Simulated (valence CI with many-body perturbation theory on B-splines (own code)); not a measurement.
Results of a calculation; reference values are marked as such.
# C⁺: what the settings do

Method: relativistic CI+MBPT: three valence electrons over a frozen Dirac-Fock core [He], a basis of 6 s, 6 p, 5 d, 3 f, 1 g functions for each j, with the one-electron correlation potential Σ1 (screened to all orders), the two-electron term Σ2, the three-electron term Σ3, Breit, model QED; selected single and double excitations, second order for the rest, scaled by the run's own slope (own B-spline code, finite nucleus).

Set against measurement, 25 paired levels are off by 131 cm⁻¹ on average, the worst by 290.

The reference run has the lowest level 2s2 2p 2P°_1/2 and an ionisation energy of 24.3616 eV. Its largest variational space holds 5452 state functions.

| Level | Reference (cm⁻¹) | Shift (cm⁻¹) |
| --- | --- | --- |
| 2s2 2p 2P°_3/2 | 63.1 | -2.3 |
| 2s 2p2 4P_1/2 | 42857 | -62 |
| 2s 2p2 4P_3/2 | 42879 | -63 |
| 2s 2p2 4P_5/2 | 42908 | -64 |
| 2s 2p2 2D_5/2 | 75068 | +309 |
| 2s 2p2 2D_3/2 | 75071 | +310 |
| 2s 2p2 2S_1/2 | 96784 | +251 |
| 2s 2p2 2P_1/2 | 110885 | +534 |
| 2s 2p2 2P_3/2 | 110926 | +532 |
| 2s2 3s 2S_1/2 | 116482 | -653 |
| 2s2 3p 2P°_1/2 | 131623 | -800 |
| 2s2 3p 2P°_3/2 | 131634 | -800 |

The ionisation energy moves by -0.1125 eV.

Q: Which of these changes was made?
A. correlating orbitals by l 3 3 3 2 1 → 6 2 2 0 2; hole-hole ladder in Σ2 on → off
B. hole-hole ladder in Σ2 on → off
C. cutoff of virtual states (hartree) 300 → 2.67

A: C. cutoff of virtual states (hartree) 300 → 2.67.
